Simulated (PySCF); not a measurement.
## Static response to an electric field

Compound: C5H13As.
Geometry (PBE0-D3(BJ)/def2-SVP, Å), atoms numbered from 1 in this order:
```
atom  x, y, z in Å
C1    -0.2666   -1.2813   -1.0407
C2    -0.5395   -0.1549   -0.0412
C3    -0.9178   -0.7506    1.3169
C4    -1.7016    0.7015   -0.5543
C5     0.6947    0.7515    0.0952
As6    2.3556   -0.1666    0.6914
H7     0.5313   -1.9545   -0.6870
H8     0.0407   -0.8801   -2.0199
H9    -1.1682   -1.8947   -1.1949
H10   -0.1085   -1.3760    1.7255
H11   -1.8172   -1.3803    1.2303
H12   -1.1317    0.0425    2.0513
H13   -1.9208    1.5298    0.1381
H14   -2.6183    0.0990   -0.6589
H15   -1.4708    1.1373   -1.5394
H16    0.8947    1.2686   -0.8554
H17    0.4985    1.5300    0.8509
H18    3.1992    1.1044    0.6654
H19    2.8343   -0.5697   -0.7006
```

Level: wB97X-D/def2-SVPD (PySCF), static field, nuclei fixed, core orbitals frozen in the response. The polarisability tensor in these axes (au):

```
x   108.39  -0.72   4.07
y    -0.72  87.67   0.02
z     4.07   0.02  88.18
```

**Question.** Give the principal values, the mean and the anisotropy Δα = √{½[(α1 − α2)² + (α2 − α3)² + (α1 − α3)²]}.

**Answer.** Principal values 87.32, 87.72 and 109.20 au; mean 94.75 au = 14.04 Å³ = 15.62 × 10⁻⁴⁰ C²·m²/J; Δα = 21.68 au (23 % of the mean).

**Question.** What is the dipole moment, and where does it point?

**Answer.** (-0.83, 0.49, -0.51) D, 1.09 D in size, pointing from the negative to the positive side. Measured along this direction, the outermost atoms are H18 and As6 at the negative end and H15 and H14 at the positive end.

**Question.** Form Σ f/ω² (atomic units) for the 6 lowest TDDFT singlets, given as eV and f, and set it beside the mean polarisability, which is this sum over all singlets: 6.46, 0.0860; 6.68, 0.0897; 6.91, 0.1365; 8.16, 0.0535; 8.42, 0.0086; 8.43, 0.0068.

**Answer.** They add up to 5.89 au, 6.2 % of the 94.75 au; the largest single term is 2.12 au, from the state at 6.91 eV. Terms in order: 1.53, 1.49, 2.12, 0.60, 0.09, 0.07 au. Higher excitations give the rest. The strengths listed sum to 0.381.

**Question.** Traceless (Buckingham) quadrupole moment about the centre of nuclear charge: eigenvalues?

**Answer.** -2.81, 0.81, 2.00 D·Å. The values depend on the origin, since the dipole doesn't vanish. The electronic extent ⟨r²⟩ about the same centre is 1163 bohr², a root-mean-square distance of 2.07 Å for the 76 electrons.

**Question.** Refractivity n − 1 of an ideal gas of it at 400 K and 1 atm, from the electronic α?

**Answer.** N = p/kT = 1.8347 × 10¹⁹ cm⁻³, so n − 1 = 2π × N × 14.04 × 10⁻²⁴ cm³ = 1619 × 10⁻⁶ at long wavelengths, for an ideal gas.

One conformer (not necessarily the lowest) at the PBE0-D3(BJ)/def2-SVP geometry, without solvent, vibrations or thermal averaging. The calculation is non-relativistic, for arsenic too.
